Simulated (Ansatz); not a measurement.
Start from `C[SiH2][GeH2][CH3]` and change one atom or group to get `[CH3][GeH2][SiH2]Cl`.

Ansatz, PBE0-D4/def2-TZVP geometries, multiplicity 1. Each molecule was computed in one conformer, which needn't be the lowest.

Scalar relativity is left out up to krypton.

```
                                          property  `C[SiH2][GeH2][CH3]`
    size of the dipole moment (PBE/def2-TZVPP) / D                  1.19
              HOMO–LUMO gap (PBE0/def2-TZVPP) / eV                  7.94
             LUMO energy (ωB97M-V/def2-TZVPP) / eV                  1.84
size of the dipole moment (ωB97M-V/def2-TZVPP) / D                  1.11
             HOMO energy (ωB97M-V/def2-TZVPP) / eV                 -9.69
  size of the dipole moment (B3LYP/def2-TZVPP) / D                  1.13
```

Give the same properties after the change, and the shifts. (An estimate is asked.)

The calculation gave: 
| property | `[CH3][GeH2][SiH2]Cl` | shift |
| --- | --- | --- |
| size of the dipole moment (PBE/def2-TZVPP) / D | 1.37 | 0.18 |
| HOMO–LUMO gap (PBE0/def2-TZVPP) / eV | 7.52 | -0.42 |
| LUMO energy (ωB97M-V/def2-TZVPP) / eV | 1.42 | -0.42 |
| size of the dipole moment (ωB97M-V/def2-TZVPP) / D | 1.41 | 0.30 |
| HOMO energy (ωB97M-V/def2-TZVPP) / eV | -9.92 | -0.23 |
| size of the dipole moment (B3LYP/def2-TZVPP) / D | 1.41 | 0.28 |

With PBE0 the HOMO falls by 0.23 eV and the LUMO falls by 0.65 eV, so the gap narrows by about 0.42 eV. PBE moves the HOMO by -0.18 eV and ωB97M-V by -0.23 eV. Dipoles are sizes alone; their direction can turn.

B3LYP here is the variant with VWN-RPA as its local correlation; programs differ in this.
